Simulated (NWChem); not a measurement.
**Dipole moment of hydrogen selenide (H₂Se)**

```
Se
H 1 1.4692
H 1 1.4692 2 91.26
```
Charge 0, spin multiplicity 1.

Everything below was run with NWChem. Structure: optimised with PBE0/def2-SVP, a minimum by its harmonic frequencies.

Basis set: def2-SVPD. The CCSD dipole comes from the Λ equations, without orbital relaxation.

```tsv
method	dipole moment (D)	difference from CCSD
LDA (SVWN5)	0.75	+0.04
HF	0.82	+0.11
B3LYP	0.67	-0.04
CCSD	0.71	0.00
PBE	0.67	-0.04
```

The values span 0.15 D, from B3LYP (lowest) to HF (highest). 

The Hamiltonian is non-relativistic. The correlated methods keep 9 core orbitals frozen. B3LYP has NWChem's definition, with VWN1-RPA local correlation. Differences from the coupled-cluster row are differences between methods, not errors against experiment.
